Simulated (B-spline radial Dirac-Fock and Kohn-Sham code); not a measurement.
# X-ray emission lines of Ru⁺

System: the Ru⁺ ion, configuration [Kr] 4d6 5p1 (not the ground configuration).

Calculated with a radial B-spline solver, using Dirac-Fock (average of configuration) total-energy differences with a finite nucleus, the Breit interaction including its frequency dependence, and self-energy and vacuum-polarisation corrections. A line energy is the difference of two single-hole energies; the list is a selection of electric-dipole transitions between resolved j subshells. No correlation.

| line | energy (eV) | wavelength (Å) |
| --- | --- | --- |
| K-N3 | 22073.0 | 0.56170 |
| K-N2 | 22069.6 | 0.56179 |
| K-M3 | 21653.3 | 0.57259 |
| K-M2 | 21630.8 | 0.57318 |
| K-L3 | 19277.6 | 0.64315 |
| K-L2 | 19148.6 | 0.64748 |
| L1-N3 | 3186.6 | 3.8908 |
| L1-N2 | 3183.2 | 3.8949 |
| L2-N1 | 2888.3 | 4.2926 |
| L1-M3 | 2766.9 | 4.4810 |
| L3-N1 | 2759.3 | 4.4933 |
| L1-M2 | 2744.4 | 4.5177 |
| L2-M4 | 2684.7 | 4.6181 |
| L3-M5 | 2559.9 | 4.8434 |
| L3-M4 | 2555.7 | 4.8512 |
| L2-M1 | 2380.0 | 5.2094 |
| L3-M1 | 2251.0 | 5.5080 |
| M1-N3 | 544.4 | 22.775 |
| M1-N2 | 541.0 | 22.918 |
| M2-N1 | 406.2 | 30.526 |
| M3-N1 | 383.7 | 32.314 |
| M4-N3 | 239.6 | 51.737 |
| M4-N2 | 236.2 | 52.481 |
| M5-N3 | 235.5 | 52.645 |
